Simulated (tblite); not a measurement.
Run record: tight-binding relaxation, `C[C@@H](Br)[SiH2][SiH2]O[SiH3]`.

Computed with GFN2-xTB geometry optimisation, gas phase (tblite 0.8.0). Start geometry: from a force field or distance geometry. A driver script takes a list of jobs; this job's settings line and coordinates (Å) are shown.

Command:
```bash
OMP_NUM_THREADS=1 python probes_run.py task.json out
```

Input:
```
{"job": {"kind": "relax", "xc": "GFN2-xTB", "basis": "xTB"}, "charge": 0, "multiplicity": 1}
C     -2.473000    -0.930200     0.469000
C     -2.327600    -0.179800    -0.857600
Br    -3.110100     1.564000    -0.711800
Si    -0.481300    -0.067900    -1.194200
Si     0.712900    -0.478800     0.653100
O      2.210500    -1.111000     0.186200
Si     3.534200    -0.055500     0.394600
H     -2.272400    -0.212900     1.312700
H     -1.810700    -1.807000     0.514700
H     -3.549800    -1.265300     0.550600
H     -2.855200    -0.740800    -1.648900
H     -0.141800     1.254000    -1.719000
H     -0.180700    -1.083200    -2.214000
H      0.001600    -1.521300     1.410000
H      0.780300     0.700200     1.510200
H      4.753300    -0.873600     0.226900
H      3.606600     1.001900    -0.619100
H      3.594600     0.548600     1.724600
```

Output:
```
step      E/eV     max force
  0    -633.95876    2.495
  1    -634.18268    1.738
  2    -634.34746    0.871
  3    -634.41559    0.891
  4    -634.52778    0.607
  5    -634.56614    0.520
  6    -634.60702    0.441
  7    -634.63204    0.382
  8    -634.65673    0.386
  9    -634.67887    0.372
... (118 lines left out)
128    -634.96340    0.013
129    -634.96343    0.012
130    -634.96345    0.012
131    -634.96348    0.011
132    -634.96352    0.013
133    -634.96354    0.013
134    -634.96357    0.018
135    -634.96359    0.015
136    -634.96361    0.010
137    -634.96363    0.009
```

«max force» is the largest atomic force in eV/Å.

Task: From which step on does the largest force stay under 0.1 eV/Å, and how much energy is left to gain from there?

Result: From step 83 (0.098 eV/Å), 14.3 meV above the end.

Summary of the converged run: energy lowered by 23.2 kcal/mol over 137 steps; largest atomic force 0.009 eV/Å at the end.

Task: Give the final coordinates.

Result: 0.654 Å rms from the input after alignment:
```
atom  x, y, z in Å
C1    -2.8603   -1.2172    0.1982
C2    -2.3422   -0.1711   -0.7630
Br3   -2.6878    1.6259   -0.0182
Si4   -0.4543   -0.2622   -1.1167
Si5    0.7202   -0.0969    0.8605
O6     2.2658   -0.1633    0.3745
Si7    3.8672    0.0767    0.3580
H8    -2.3326   -1.1684    1.1501
H9    -2.7040   -2.2048   -0.2338
H10   -3.9257   -1.0919    0.3919
H11   -2.9222   -0.1879   -1.6852
H12   -0.2311    0.8091   -2.1014
H13   -0.3085   -1.5211   -1.8756
H14    0.5457   -1.2228    1.7918
H15    0.5425    1.1416    1.6254
H16    4.4386   -1.2334    0.0609
H17    4.1032    1.0567   -0.6986
H18    4.2767    0.5726    1.6695
```

On Intel Xeon at 2.50 GHz, one thread, on a shared host, this took 6.1 s wall, 4.9 s CPU.
Labels such as C1 count atoms from 1, the log's own numbers from 0.
